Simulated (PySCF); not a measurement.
H₃O₄Si, charge -1, multiplicity 1.

```xyz
8

O      0.0000     0.0000     1.6908
Si     0.0000     0.0000     0.1114
O     -1.4828     0.4253    -0.6298
O      1.1097     1.0715    -0.6298
O      0.3731    -1.4968    -0.6298
H     -2.0111     0.9135     0.0093
H      1.7966     1.2850     0.0093
H      0.2145    -2.1984     0.0093
```
Charge -1, spin multiplicity 1.

Geometry optimised at B3LYP-D3(BJ)/def2-SVPD. The spin state was assumed, not searched. The isomer is the one that the SMILES or the coordinates give; other isomers of the formula were not compared. The values are those of a single conformer.

These are PySCF with PBE/pcSseg-1 values and carry that method's errors. Non-relativistic, no solvent.

Computed absolute GIAO shielding of each atom: isotropic value and principal components (ppm):
| atom | σ(iso) | σ11 | σ22 | σ33 | span |
|---|---|---|---|---|---|
| O1 | 212.4 | 168.6 | 168.6 | 300.1 | 131.5 |
| Si2 | 389.4 | 335.8 | 335.8 | 496.6 | 160.8 |
| O3 | 270.1 | 225.5 | 263.2 | 321.5 | 95.9 |
| O4 | 270.1 | 225.5 | 263.2 | 321.5 | 95.9 |
| O5 | 270.1 | 225.5 | 263.2 | 321.5 | 95.9 |
| H6 | 31.7 | 24.7 | 27.5 | 43.1 | 18.3 |
| H7 | 31.7 | 24.7 | 27.5 | 43.1 | 18.3 |
| H8 | 31.7 | 24.7 | 27.5 | 43.1 | 18.3 |
